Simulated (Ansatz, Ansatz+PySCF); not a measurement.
```yaml
atoms:
  - { symbol: C, position_ang: [0.0000, 0.0000, -0.4772] }
  - { symbol: C, position_ang: [0.0000, 1.3283, 0.2117] }
  - { symbol: C, position_ang: [0.0000, -1.3283, 0.2117] }
  - { symbol: H, position_ang: [0.0000, 0.0000, -1.6620] }
  - { symbol: H, position_ang: [0.0000, 2.3372, -0.3986] }
  - { symbol: H, position_ang: [0.0000, 1.4024, 1.3909] }
  - { symbol: H, position_ang: [0.0000, -2.3372, -0.3986] }
  - { symbol: H, position_ang: [0.0000, -1.4024, 1.3909] }
```

Basis set: def2-SVP (spherical functions). Correlated methods keep 3 orbitals frozen. Correlation on ROHF uses semicanonical orbitals with singles. Charge 0, multiplicity 2.

Computed with Ansatz (development build ahead of 0.2.0); each method stands on the lowest determinant of its kind that the runs found.

The atomization energy at this shape (free ground-state atoms in the same class of orbitals less the molecule, no zero-point energy) of doublet C3H5:

| method | atomization energy |
| --- | --- |
| ROHF-MP2 | 30.93 eV |
| UHF | 24.72 eV |
| ROHF | 24.14 eV |
| ROHF-CCSD(T) | 30.99 eV |

Problem. What does UHF-MP2 give?

Solution. 30.64 eV. Caution: the shape is not the minimum. Caution for ROHF-MP2, ROHF, ROHF-CCSD(T): an unrestricted determinant lies well below; the determinant breaks the point group. Caution for ROHF-MP2: another reference gives a lower total. Caution for UHF-MP2, UHF: the unrestricted determinant is spin contaminated.
